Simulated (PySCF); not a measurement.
**Two-component Hartree-Fock for Te (tellurium, neutral)**

Start: [Kr] 4d10 5s2 5p3 5d1; 5p3/2 filled at m_j = -1/2, +1/2, +3/2; 5d5/2 filled at m_j = +5/2. Calculated with PySCF 2.14 in x2c-TZVPall-2c with one added diffuse shell each of s, p, d, f type (9s10p6d3f, 90 functions): generalised Hartree-Fock with the X2C-1e Hamiltonian and a Gaussian nucleus; one run each with spin-orbit coupling (SO) switched off, then screened by Boettger's factors. This is a chosen level, not necessarily the ground level.

| spinor shell | electrons | ε, spin-free (eV) | ε, screened SO (eV) | weight of nominal j (screened SO) | rms radius, screened SO (bohr) |
| --- | --- | --- | --- | --- | --- |
| 1s1/2 | 2 | -31976.6 | -31973.2 | 1.000 | 0.0318 |
| 2s1/2 | 2 | -5004.2 | -5003.2 | 1.000 | 0.130 |
| 2p1/2 | 2 | -4485.5 | -4676.2 | 1.000 | 0.112 |
| 2p3/2 | 4 | -4485.5 | -4399.2 | 1.000 | 0.117 |
| 3s1/2 | 2 | -1040.5 | -1040.2 | 1.000 | 0.343 |
| 3p1/2 | 2 | -867.84 | -904.43 | 1.000 | 0.336 |
| 3p3/2 | 4 | -867.84 | -851.12 | 1.000 | 0.347 |
| 3d3/2 | 4 | -607.34 | -613.71 | 1.000 | 0.320 |
| 3d5/2 | 6 | -607.34 | -602.79 | 1.000 | 0.323 |
| 4s1/2 | 2 | -196.95 | -196.86 | 1.000 | 0.815 |
| 4p1/2 | 2 | -140.93 | -147.94 | 0.999 | 0.859 |
| 4p3/2 | 4 | -140.93 | -137.67 | 1.000 | 0.887 |
| 4d3/2 | 4 | -56.709 | -57.631 | 0.985 | 1.04 |
| 4d5/2 | 6 | -56.709 | -55.993 | 0.990 | 1.05 |
| 5s1/2 | 2 | -22.770 | -22.758 | 1.000 | 2.22 |
| 5p3/2 | 3 | -13.634 | -13.657 | 0.589 | 2.71 |
| 5d5/2 | 1 | -1.785 | -1.778 | 1.000 | 5.66 |

```json
{"quantity": "E (hartree)", "spin-free": "-6789.74079", "screened SO": "-6791.63011"}
{"quantity": "M_J", "spin-free": "4", "screened SO": "4"}
{"quantity": "⟨J²⟩", "spin-free": "20.007", "screened SO": "20.007"}
{"quantity": "⟨L²⟩", "spin-free": "6.005", "screened SO": "6.222"}
{"quantity": "⟨S²⟩", "spin-free": "6.002", "screened SO": "5.894"}
```

Each row is a mean over spinors that exchange with the open shell spreads, by up to 6.948 eV (5s1/2).

Rows whose weight is well below 1 are mixtures of j = l ± 1/2: exchange outweighs spin-orbit coupling there, and the label is only the starting occupation.

Breit and QED terms are absent; they matter most for the inner s and p1/2 levels.

Densities and radii are taken from the X2C orbitals without a picture-change correction, which distorts them close to the nucleus.

Without spin-orbit coupling the j labels of p, d and f shells carry no meaning; the spin-free column gives the mean over the occupied spinors of each nl shell.
